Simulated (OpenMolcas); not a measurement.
# What dynamic correlation does to the levels of Cu3+

```json
{
 "Program": "OpenMolcas",
 "Basis": "ANO-R2 [6s4p4d2f1g]",
 "Scalar Hamiltonian": "X2C, finite nucleus",
 "Active space": "8 electrons in 10 orbitals (3d 4d)",
 "State averaging": "2S+1 = 3 even, 10 roots; 2S+1 = 1 even, 15 roots",
 "Spin-orbit coupling": "RASSI with atomic mean-field integrals over the reference wave functions, term energies averaged over their components"
}
```

Methods on the same reference wave functions:
A. CASSCF
B. SS-CASPT2, IPEA 0.25 Eh, imaginary shift 0.1 Eh (closed shells correlated: 3s 3p)

Energies in cm⁻¹ above 3d⁸ ³F₄, the measured ground level; measured values from Sugar and Musgrove, J. Phys. Chem. Ref. Data 19, 527 (1990).

| Level | A | B | Measured |
| --- | --- | --- | --- |
| 3d⁸ ³F₄ | 0.0 | 0.0 | 0.0 |
| 3d⁸ ³F₃ | 1830 | 1832 | 1861 |
| 3d⁸ ³F₂ | 3060 | 3030 | 3078 |
| 3d⁸ ¹D₂ | 19278 | 16100 | 16248 |
| 3d⁸ ³P₂ | 23033 | 19870 | 19697 |
| 3d⁸ ³P₁ | 23400 | 20240 | 20097 |
| 3d⁸ ³P₀ | 23746 | 20570 | 20423 |
| 3d⁸ ¹G₄ | 29710 | 27400 | 26913 |
| 3d⁸ ¹S₀ | 70717 | 62060 | 61456 |

Deviations, from unrounded energies. A percentage is the sum of absolute deviations over the sum of measured energies, with the sign that they share, or ± where signs differ.

```json
{"Against measurement": "mean absolute deviation (cm-1)", "Levels": "8", "A": "3100", "B": "220"}
{"Against measurement": "fine structure of the ground term (%)", "Levels": "2", "A": "-1.0", "B": "-1.5"}
{"Against measurement": "other terms of the ground configuration (%)", "Levels": "6", "A": "+15.2", "B": "±1.0"}
```

B lies closest to measurement on these levels. The largest miss of B in the table is 3d⁸ ¹S₀, by +610 cm-1. The ranking rests on the paired levels alone, and a cruder setting can come out closer through cancelling errors.

From A to B the spin-free energies of the other terms of 3d⁸ shown, above ³F, scale by factors of 0.82 to 0.92, as is usual when dynamic correlation screens the repulsion within a d or f shell.

The lowest spin-free term lies below A's lowest term by 0.465 hartree in B.

Term energies are means over components that CASPT2 splits; among the terms shown or strongly mixed into the levels shown the widest spread is 640 cm-1 (3d⁸ ¹G, B). Active for correlation alone: 4d; no level in the range computed is led by a configuration that fills it, so any true level of that kind is missing. Without dynamic correlation excited terms often stand tens of per cent too high (terms of higher spin than the ground term too low), and those without a measured partner can miss by more than the paired ones (holds for A). Computed and measured levels are paired by configuration, term and J; levels that our copy of the source lacks, or whose pairing is in doubt (as where it misses far off the trend of its configuration), stay unpaired and out of the deviations. Levels of configurations outside the active space are missing.
